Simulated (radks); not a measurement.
Valence configurations of F III (all share [He]). Calculated with a radial shooting solver on a logarithmic mesh with Libxc functionals: non-relativistic Kohn-Sham, PBEsol, spin-unpolarised, spherical densities, point nucleus. Energies are relative to 2s2 2p3; eigenvalues in eV.

| valence | E (eV) | e(2p) | e(2s) |
|---|---|---|---|
| 2s2 2p3 | 0.000 | -48.883 | -67.655 |
| 2s1.5 2p3.5 | 9.396 | -48.734 | -67.547 |
| 2s1 2p4 | 18.813 | -48.595 | -67.449 |
| 2s0.5 2p4.5 | 28.250 | -48.467 | -67.361 |
| 2p5 | 37.707 | -48.348 | - |

NIST lists [He] 2s2 2p3 as the ground configuration; this level of theory agrees among the configurations tried. The energies are those of spherical spin-averaged densities, not of single terms.
